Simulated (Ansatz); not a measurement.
The same path of ClH5OSi2 (9 atoms, charge 0, multiplicity 1) was run twice with different band settings. Lost on the way: Si1–Cl2, Si1–H3. Made: Cl2–H3.

The calculation used RKS r2SCAN/cc-pVDZ in Ansatz 0.2.0.

Relaxed end points:

```xyz
9
Properties=species:S:1:pos:R:3
Si 0.287 -0.028 0.052
Cl 0.492 0.416 2.084
H 1.634 0.034 -0.575
H -0.668 0.971 -0.508
O -0.294 -1.579 -0.134
Si -1.590 -2.467 0.506
H -1.279 -2.882 1.908
H -2.836 -1.635 0.487
H -1.756 -3.664 -0.369
```

```xyz
9
Properties=species:S:1:pos:R:3
Si 0.209 -0.232 -0.596
Cl 1.463 0.931 1.863
H 1.601 0.475 0.559
H -1.110 0.554 -0.458
O -0.280 -1.775 -0.158
Si -1.686 -2.533 0.438
H -1.405 -2.996 1.829
H -2.824 -1.561 0.424
H -1.979 -3.699 -0.449
```

Common settings: movable images 7; climbing image yes; optimiser quadratic models (default); start path through a guess of the saddle point; force threshold 0.03 eV/Å; iteration limit 60; end points relaxed.

| run | spring |
| --- | --- |
| 1 | 5.0 eV/Å² |
| 2 | 0.1 eV/Å² |

**Question.** What does each run give, and how far can it be trusted?

**Answer.** Run 1: converged after 14 iterations, highest image 2.857 eV above the first end. A vibrational analysis at the climbing image gives one clearly imaginary mode, 210i cm⁻¹: a first-order saddle point.
Run 2: converged after 17 iterations, highest image 2.857 eV above the first end. Another band between the same ends (7 images) ends at a top of the same energy, where a vibrational analysis finds 1 clearly imaginary mode.
The orbitals stay closed-shell, which can raise the energy where a bond breaks towards radicals; this wasn't checked here.
